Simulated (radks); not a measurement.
Problem. Ionisation ladder of germanium, from Ge V to Ge XVII. Each ion is in the ground configuration listed by NIST, and IE = E(next ion) - E(this ion). All-electron calculation, Dirac Kohn-Sham, PBE, spin-unpolarised, spherical densities, finite nucleus; open shells fill j = l - 1/2 first; Fermi nuclear charge, rms radius 4.0742 fm. Program: a radial shooting solver on a logarithmic mesh with Libxc functionals.

| species | configuration | IE, Delta-SCF (eV) | -e(HOMO) (eV) | HOMO | <r> HOMO (bohr) |
|---|---|---|---|---|---|
| Ge V | [Ar] 3d10 | 90.719 | 77.785 | 3d5/2 | 0.719 |
| Ge VI | [Ar] 3d9 | 118.11 | 104.04 | 3d5/2 | 0.685 |
| Ge VII | [Ar] 3d8 | 147.66 | 132.54 | 3d5/2 | 0.657 |
| Ge VIII | [Ar] 3d7 | 179.22 | 163.11 | 3d5/2 | 0.632 |
| Ge IX | [Ar] 3d6 | ? | 195.64 | 3d5/2 | 0.609 |
| Ge X | [Ar] 3d5 | 247.97 | 230.03 | 3d5/2 | 0.589 |
| Ge XI | [Ar] 3d4 | ? | 267.10 | 3d3/2 | 0.569 |
| Ge XII | [Ar] 3d3 | ? | 305.11 | 3d3/2 | 0.553 |
| Ge XIII | [Ar] 3d2 | ? | 344.80 | 3d3/2 | 0.537 |
| Ge XIV | [Ar] 3d1 | 407.43 | 386.12 | 3d3/2 | 0.523 |
| Ge XV | [Ar] | 528.90 | 508.61 | 3p3/2 | 0.552 |
| Ge XVI | [Ne] 3s2 3p5 | 569.99 | 549.32 | 3p3/2 | 0.544 |
| Ge XVII | [Ne] 3s2 3p4 | 611.83 | 590.79 | 3p3/2 | 0.536 |

Estimate the withheld Delta-SCF values.

Solution. Ge IX: 212.68 eV (NIST 213); Ge XI: 285.97 eV (NIST 286); Ge XII: 324.82 eV (NIST 326); Ge XIII: 365.33 eV (NIST 367).

Beside tabulated values, note that spin-unpolarised runs miss the spin-polarisation part of the exchange energy of open shells.
